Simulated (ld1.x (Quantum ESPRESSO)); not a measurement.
## Reading a pseudo-wave (Zr (Z = 40))

Columns: radius, all-electron u(r) and pseudo u(r) of the 4p shell (level -59.29 eV) of zirconium in the configuration [Ar] 3d10 4s2 4p6 4d1 5s0 5p0; LDA (PZ), scalar-relativistic, TM scheme, ld1.x (Quantum ESPRESSO) 7.5.

```csv
r (bohr),all-electron,pseudo
0.138,0.1654,0.0273
0.275,-0.4380,0.1065
0.413,-0.4260,0.2325
0.550,-0.0453,0.3926
0.688,0.3768,0.5718
0.825,0.6953,0.7431
0.963,0.8878,0.8799
1.100,0.9691,0.9563
1.238,0.9708,0.9658
1.375,0.9207,0.9200
1.513,0.8407,0.8407
1.650,0.7477,0.7477
1.788,0.6510,0.6510
1.925,0.5585,0.5585
2.062,0.4730,0.4730
2.200,0.3960,0.3960
2.338,0.3286,0.3286
2.475,0.2711,0.2711
2.613,0.2218,0.2218
2.750,0.1808,0.1808
2.888,0.1464,0.1464
3.025,0.1183,0.1183
3.162,0.0951,0.0951
3.300,0.0762,0.0762
3.438,0.0608,0.0608
3.575,0.0484,0.0484
```

Question: How many radial nodes do the two functions have?

Answer: The all-electron 4p function has n − l − 1 = 2; the pseudo-wave has 0, since the states of the same l below it are removed with the core.

Question: At about which radius was the pseudo-wave matched?

Answer: 1.60 bohr, where the columns begin to agree (steps of 0.14 bohr).

Question: Is the pseudo-wave norm-conserving?

Answer: Yes: the TM scheme keeps the norm inside the radius equal to the all-electron one, which fixes the energy derivative of the logarithmic derivative at the level.
